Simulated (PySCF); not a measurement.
C₂H₆AlF.

```xyz
10

Al    -0.0249     0.0217    -0.0222
C      1.7493    -0.2905    -0.7667
H      2.2670    -1.1400    -0.2917
H      2.3843     0.6019    -0.6185
H      1.7105    -0.4716    -1.8539
C     -0.7118    -0.6252     1.6835
H     -1.3781    -1.4915     1.5194
H     -1.3148     0.1417     2.1978
H      0.0874    -0.9543     2.3677
F     -1.0731     0.9473    -0.9481
```
Charge 0, spin multiplicity 1.

Geometry optimised at B3LYP-D3(BJ)/def2-SVP. The isomer is the one that the SMILES or the coordinates give; other isomers of the formula were not compared.

These are PBE/pcSseg-1 (PySCF) values and carry that method's errors. Non-relativistic, no solvent.

Give the absolute GIAO shielding of each atom: isotropic value and principal components (ppm). (The exact figures need the calculation; the answer reports its results.)


```csv
atom,σ(iso),σ11,σ22,σ33,span
Al1,329.8,216.9,306.2,466.3,249.3
C2,191.1,185.1,190.3,197.9,12.8
H3,31.6,27.6,29.2,38.1,10.6
H4,31.5,27.7,28.5,38.3,10.6
H5,31.5,27.2,28.5,38.8,11.6
C6,191.1,185.3,190.3,197.8,12.5
H7,31.5,27.7,28.5,38.3,10.6
H8,31.5,27.2,28.5,38.7,11.6
H9,31.6,27.6,29.2,38.1,10.6
F10,273.7,139.0,335.5,346.6,207.6
```
